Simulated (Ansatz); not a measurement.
BH₆NOSi, SMILES `NB[SiH2]O`, relaxed with RKS PBE-D4/def2-SVP in Ansatz 0.2.0 from a rough embedded geometry. The force threshold is 0.03 eV/Å; the program also tests the step.

Charge 0, multiplicity 1.

Start:

```xyz
10

N    -1.418   -0.863   -0.591
B    -0.462    0.262   -0.688
Si    1.186    0.130    0.269
O     0.898   -0.102    2.033
H    -2.372   -0.452   -0.259
H    -1.660   -1.188   -1.611
H    -0.680    1.217   -1.297
H     2.007    1.308    0.115
H     1.971   -1.097   -0.210
H     0.530    0.785    2.240
```

(1) How much energy does the relaxation release, and in how many steps? (An estimate is asked.)

(2) Which bonds change most? (Best estimate.)

(3) Give the relaxed structure. (Best estimate.)

## Answers

(1) Ansatz gave: 206.80 kJ/mol, in 20 steps, 1 of them rejected.

(2) The calculation gave: B2–Si3 from 1.910 to 2.024 Å; Si3–O4 from 1.803 to 1.700 Å; N1–B2 from 1.480 to 1.396 Å; N1–H6 from 1.097 to 1.022 Å.

(3) Ansatz gave: 
```xyz
10

N    -1.424   -0.589   -1.120
B    -0.737    0.334   -0.329
Si    1.143    0.001    0.340
O     1.256    0.300    2.010
H    -2.375   -0.439   -1.465
H    -1.033   -1.488   -1.411
H    -1.324    1.368   -0.045
H     2.139    0.848   -0.430
H     1.584   -1.432    0.169
H     0.770    1.098    2.281
```
